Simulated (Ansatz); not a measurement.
Basis-set series for CH₆F₂Si₂, SMILES `F[SiH2]C[SiH2]F`. The species carries charge 0 and has multiplicity 1. The structure was optimised at the PBE0-D4/def2-TZVP level. It is one conformer, not always the lowest.

```
functional       basis  functions  energy (Eh)  HOMO (eV)  LUMO (eV)
   PBE0-D4    def2-SVP        108   -819.65602      -9.29      -0.04
   PBE0-D4  def2-QZVPP        491   -820.20427      -9.35      -0.62
   ωB97M-V    def2-SVP        108   -820.01112     -11.50       1.89
   ωB97M-V  def2-QZVPP        491   -820.56580     -11.59       0.97
```

Problem. Give the rows for def2-TZVPP. (An estimate is asked.)

Solution. Computed: 
```
functional       basis  functions  energy (Eh)  HOMO (eV)  LUMO (eV)
   PBE0-D4  def2-TZVPP        261   -820.17012      -9.34      -0.50
   ωB97M-V  def2-TZVPP        261   -820.53408     -11.57       1.25
```

Positive LUMOs are unbound and depend on the basis.
